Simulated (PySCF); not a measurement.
C₆H₈FO (doublet state).
Numbering: `[H]/[C:1]=[CH:2]\[C:3](=[CH2:4])[CH2:5][O:6][CH2:7][F:8]` (hydrogens: H9 on C1; H10 on C2; H11, H12 on C4; H13, H14 on C5; H15, H16 on C7)

Geometry (GFN2-xTB, Å), atoms numbered from 1 in this order:
```
atom  x, y, z in Å
C1    -2.443    1.340    0.686
C2    -2.269    0.228    0.041
C3    -0.988   -0.419   -0.311
C4    -0.950   -1.556   -0.995
C5     0.249    0.295    0.158
O6     1.420   -0.396   -0.257
C7     2.573    0.097    0.269
F8     2.849    1.364   -0.204
H9    -1.888    2.120    1.149
H10   -3.133   -0.332   -0.305
H11   -1.849   -2.051   -1.321
H12   -0.012   -2.015   -1.249
H13    0.235    0.366    1.258
H14    0.257    1.317   -0.247
H15    3.397   -0.548   -0.053
H16    2.544    0.197    1.369
```

The hyperfine couplings belong to this conformer and change with its torsions.

Computed, not measured: UKS B3LYP, pcH-1 on C F H O, non-relativistic, mean-field spin-orbit, GIAO (PySCF 2.14.0). One conformer (not necessarily the lowest) at the GFN2-xTB geometry, without solvent, vibrations or thermal averaging. Couplings are sensitive to structure, and on GFN2-xTB geometries they can be far from those on DFT ones. Stability of the SCF solution: not tested.

Principal values of hyperfine tensors in MHz (contact and dipolar terms together), for some of the nuclei:

```json
{"atom": "H10", "isotope": "1H", "A1": "121.51", "A2": "122.48", "A3": "140.43"}
{"atom": "C3", "isotope": "13C", "A1": "69.69", "A2": "76.32", "A3": "91.26"}
{"atom": "H9", "isotope": "1H", "A1": "-4.09", "A2": "21.99", "A3": "69.60"}
{"atom": "C2", "isotope": "13C", "A1": "-34.64", "A2": "-12.56", "A3": "0.83"}
{"atom": "H12", "isotope": "1H", "A1": "8.51", "A2": "8.86", "A3": "12.05"}
{"atom": "H11", "isotope": "1H", "A1": "1.44", "A2": "2.24", "A3": "8.15"}
{"atom": "C4", "isotope": "13C", "A1": "-12.76", "A2": "-0.61", "A3": "2.55"}
{"atom": "C5", "isotope": "13C", "A1": "-4.18", "A2": "-2.97", "A3": "-2.08"}
```

(1) Give the isotropic coupling of each nucleus in MHz and in mT (g = 2.0023), and the anisotropic part.

(2) What spin density at the nucleus of H10 lies behind its contact coupling (g_N = 5.58569)?

(3) C1 (13C, g_N = 1.40482) isn't in the table. Its spin density at the nucleus is 0.2906 bohr⁻³. What is its contact coupling?

(4) Which nucleus of the table has the largest anisotropic coupling, and what is its form?

(5) In a single crystal, with the field along each principal axis of the tensor of C3 in turn, what first-order splitting does this nucleus give (isotropic g, quadrupole terms neglected)?

## Answers

(1) a_iso = (A1 + A2 + A3)/3, Ti = Ai − a_iso; 1 mT corresponds to 28.024 MHz.

```json
{"atom": "H10", "a_iso (MHz)": "128.14", "a_iso (mT)": "4.572", "T1": "-6.63", "T2": "-5.66", "T3": "12.30"}
{"atom": "C3", "a_iso (MHz)": "79.09", "a_iso (mT)": "2.822", "T1": "-9.40", "T2": "-2.77", "T3": "12.17"}
{"atom": "H9", "a_iso (MHz)": "29.17", "a_iso (mT)": "1.041", "T1": "-33.25", "T2": "-7.18", "T3": "40.44"}
{"atom": "C2", "a_iso (MHz)": "-15.45", "a_iso (mT)": "-0.551", "T1": "-19.18", "T2": "2.89", "T3": "16.29"}
{"atom": "H12", "a_iso (MHz)": "9.81", "a_iso (mT)": "0.350", "T1": "-1.30", "T2": "-0.95", "T3": "2.25"}
{"atom": "H11", "a_iso (MHz)": "3.94", "a_iso (mT)": "0.141", "T1": "-2.50", "T2": "-1.70", "T3": "4.21"}
{"atom": "C4", "a_iso (MHz)": "-3.61", "a_iso (mT)": "-0.129", "T1": "-9.16", "T2": "3.00", "T3": "6.15"}
{"atom": "C5", "a_iso (MHz)": "-3.08", "a_iso (mT)": "-0.110", "T1": "-1.10", "T2": "0.10", "T3": "1.00"}
```

(2) a_FC = 800.24 MHz bohr³ × g_N × ρ(0)/(2S). With a_FC = 128.14 MHz and 2S = 1, ρ(0) = 0.02867 bohr⁻³. In magnitude that is 9.0 % of the 1/π = 0.318 of a free hydrogen atom.

(3) By the same relation, a_FC = 326.7 MHz. Its full tensor has the principal values 242.83, 268.51, 468.75 MHz.

(4) H9: -33.3, -7.2, 40.4 MHz, rhombic: the two smaller values differ by 64 % of the largest.

(5) 2 lines (I = 1/2), spaced by |A_i|/(g × 13.996): 2.49, 2.72, 3.26 mT along the axes of A1, A2 and A3.
